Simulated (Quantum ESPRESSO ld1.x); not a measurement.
Problem. All-electron atom: Re IV in [Xe] 4f14 5d4. Method: scalar-relativistic Kohn-Sham, LDA (Slater exchange, Perdew-Wang correlation), spin-polarised, spherical densities, point nucleus; open shells are filled with parallel spins first; computed with ld1.x of Quantum ESPRESSO 7.5. Some entries of the table are withheld. Estimate them.

orbital,occ.,eigenvalue (hartree),r(max) (bohr),<1/r> (bohr^-1)
1s down,1,-2632.65,0.011,88.73
1s up,1,-2632.65,0.011,88.73
2s up,1,-457.409,0.065,20.76
2s down,1,-457.401,0.065,20.76
2p up,3,-399.447,0.053,18.75
2p down,3,-399.440,0.053,18.75
3s up,1,-106.727,0.182,7.686
3s down,1,-106.723,0.182,7.686
3p up,3,-89.6396,0.181,7.082
3p down,3,-89.6357,0.181,7.082
3d up,5,-70.2425,0.147,6.689
3d down,5,-70.2366,0.147,6.689
4s up,1,-23.1214,0.412,3.275
4s down,1,-23.1133,0.412,3.275
4p up,3,-17.5148,0.433,2.972
4p down,3,-17.5066,0.433,2.972
4d up,5,-10.4822,0.443,2.648
4d down,5,-10.4723,0.443,2.649
5s up,1,-4.26628,0.940,1.296
5s down,1,-4.19812,0.933,1.306
5p up,3,-2.85703,(1),1.097
5p down,3,-2.77149,(2),1.106
4f up,7,-2.67255,0.416,2.162
4f down,7,-2.65481,0.416,2.170
5d up,4,-1.26648,1.38,0.7682
5d down,0,-1.16425,1.37,0.7677

Solution. 
(1) 5p up r(max) (bohr): 1.06
(2) 5p down r(max) (bohr): 1.05
